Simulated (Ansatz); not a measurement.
`[SeH][Si]([SeH])([SeH])[SeH]` + `COC` → `COC[SeH]` + `[SeH][SiH]([SeH])[SeH]`  (formal exchange of groups at the Se–Si bond)

Gas-phase electronic energies from Ansatz, PBE0-D4/def2-TZVP geometries. CCSD(T)/CBS adds triple-zeta CCSD(T) − MP2 to the extrapolated MP2 energy (def2 sets, frozen cores). DFT in def2-TZVPP. For Se outer-core shells are correlated without core-valence functions, which leaves a few kJ/mol of doubt a bond. Scalar relativity is left out up to krypton. Each species was taken in one conformer, which may not be the lowest.

(1) Is it downhill or uphill in electronic energy at CCSD(T)/CBS, and by how much? (An estimate is asked.)

(2) What do these levels give: B2PLYP, r2SCAN, PBE0, CCSD/def2-TZVPP, MP2/def2-QZVPP, CCSD/CBS(def2)? (Best estimate.)

Largest T1 diagnostic among the species: 0.010.

Results:

(1) Computed: Uphill: ΔE = +24.2 kcal/mol.

(2) The calculation gave: B2PLYP 23.0, r2SCAN 23.2, PBE0 23.4, CCSD/def2-TZVPP 22.9, MP2/def2-QZVPP 25.9, CCSD/CBS(def2) 24.1 kcal/mol.

The D4 term adds +2.2 kcal/mol with B3LYP and +1.2 kcal/mol with PBE0; it sums over pairs of atoms, weighted by their polarisabilities, and B3LYP, whose exchange is more repulsive, gets the larger term. From PBE to PBE0 (25 % exact exchange), in def2-TZVPP and without D4, ΔE moves by +1.1 kcal/mol.

B3LYP here is the variant with VWN-RPA as its local correlation; programs differ in this.
